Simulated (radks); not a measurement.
The numbers below are computed, except where a source is named.
Excited configurations of Sc: one electron is placed in a higher orbital outside [Ar] 3d1 4s1. The ground configuration is [Ar] 3d1 4s2. Level of theory: non-relativistic Kohn-Sham, r2SCAN, spin-polarised, spherical densities, point nucleus; open shells are filled with parallel spins first; meta-GGA in the generalised Kohn-Sham scheme (a radial shooting solver on a logarithmic mesh with Libxc functionals). Excitation = E - E(ground); binding = E(ion) - E, where the ion is the core of charge +1; n* = 1/sqrt(2 binding) in atomic units, and the quantum defect is n - n*.

| outer orbital | excitation (eV) | binding (eV) | quantum defect | eigenvalue (eV) | <r> (bohr) |
|---|---|---|---|---|---|
| 4p | 1.649 | 4.502 | 2.262 | -2.418 | 4.583 |
| 5s | 3.851 | 2.300 | 2.568 | -1.425 | 9.311 |
| 5d | 5.204 | 0.947 | 1.210 | -0.533 | 19.79 |
| 5f | 5.546 | 0.605 | 0.257 | -0.347 | 30.10 |
| 6s | 4.980 | 1.171 | 2.591 | -0.741 | 17.98 |
| 6d | 5.525 | 0.626 | 1.339 | -0.383 | 32.26 |
| 7s | 5.438 | 0.713 | 2.630 | -0.457 | 29.60 |

The Delta-SCF ionisation energy is 6.151 eV (NIST Atomic Spectra Database: 6.561 eV, measured). Self-interaction in the functional shifts the binding energies and quantum defects, so they are the method's values and not measured ones. Open shells are spherical and high-spin; term and fine-structure splittings are not resolved.
